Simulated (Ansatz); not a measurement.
Reaction (formal exchange of groups at a Te–C bond): `OC(F)(Br)[TeH]` + `CB(N)Cl` → `CB(N)[TeH]` + `OC(F)(Cl)Br`

Calculated with Ansatz (gas phase, PBE0-D4/def2-TZVP geometries, no zero-point term in ΔE). CCSD(T)/CBS is the MP2 limit (def2-TZVPP, def2-QZVPP) plus CCSD(T) − MP2 in def2-TZVPP, frozen cores. This one scheme is used for every species. Functionals use def2-TZVPP. B3LYP here is the variant with VWN-RPA as its local correlation; programs differ in this. Elements past krypton have def2 core potentials. For Br, Te outer-core shells are correlated without core-valence functions, which leaves a few kJ/mol of doubt a bond. Scalar relativity is left out up to krypton. Each species was taken in one conformer, which may not be the lowest.

```json
{"level": "PBE-D4", "ΔE (kcal/mol)": "13.1", "difference from CCSD(T)/CBS": "-0.4"}
{"level": "r2SCAN-D4", "ΔE (kcal/mol)": "13.4", "difference from CCSD(T)/CBS": "-0.1"}
{"level": "PBE0-D4", "ΔE (kcal/mol)": "12.5", "difference from CCSD(T)/CBS": "-1.0"}
{"level": "B3LYP-D4", "ΔE (kcal/mol)": "14.5", "difference from CCSD(T)/CBS": "1.0"}
{"level": "ωB97X-V", "ΔE (kcal/mol)": "13.1", "difference from CCSD(T)/CBS": "-0.4"}
{"level": "ωB97M-V", "ΔE (kcal/mol)": "13.4", "difference from CCSD(T)/CBS": "-0.1"}
{"level": "B2PLYP", "ΔE (kcal/mol)": "14.1", "difference from CCSD(T)/CBS": "0.6"}
{"level": "PBE", "ΔE (kcal/mol)": "13.1", "difference from CCSD(T)/CBS": "-0.4"}
{"level": "r2SCAN", "ΔE (kcal/mol)": "13.4", "difference from CCSD(T)/CBS": "-0.1"}
{"level": "PBE0", "ΔE (kcal/mol)": "12.5", "difference from CCSD(T)/CBS": "-1.0"}
{"level": "B3LYP", "ΔE (kcal/mol)": "14.4", "difference from CCSD(T)/CBS": "0.9"}
{"level": "HF/def2-TZVPP", "ΔE (kcal/mol)": "13.4", "difference from CCSD(T)/CBS": "-0.1"}
{"level": "MP2/def2-TZVPP", "ΔE (kcal/mol)": "13.3", "difference from CCSD(T)/CBS": "-0.2"}
{"level": "SCS-MP2/def2-TZVPP", "ΔE (kcal/mol)": "13.6", "difference from CCSD(T)/CBS": "0.1"}
{"level": "CCSD/def2-TZVPP", "ΔE (kcal/mol)": "13.3", "difference from CCSD(T)/CBS": "-0.2"}
{"level": "CCSD(T)/def2-TZVPP", "ΔE (kcal/mol)": "13.3", "difference from CCSD(T)/CBS": "-0.2"}
{"level": "HF/def2-QZVPP", "ΔE (kcal/mol)": "13.5", "difference from CCSD(T)/CBS": "0.0"}
{"level": "MP2/def2-QZVPP", "ΔE (kcal/mol)": "13.4", "difference from CCSD(T)/CBS": "-0.1"}
{"level": "SCS-MP2/def2-QZVPP", "ΔE (kcal/mol)": "13.8", "difference from CCSD(T)/CBS": "0.3"}
{"level": "HF/CBS(def2)", "ΔE (kcal/mol)": "13.5", "difference from CCSD(T)/CBS": "0.0"}
{"level": "MP2/CBS(def2)", "ΔE (kcal/mol)": "13.5", "difference from CCSD(T)/CBS": "0.0"}
{"level": "CCSD/CBS(def2)", "ΔE (kcal/mol)": "13.5", "difference from CCSD(T)/CBS": "0.0"}
{"level": "CCSD(T)/CBS", "ΔE (kcal/mol)": "13.5", "difference from CCSD(T)/CBS": "0"}
```

Largest T1 diagnostic among the species: 0.011.
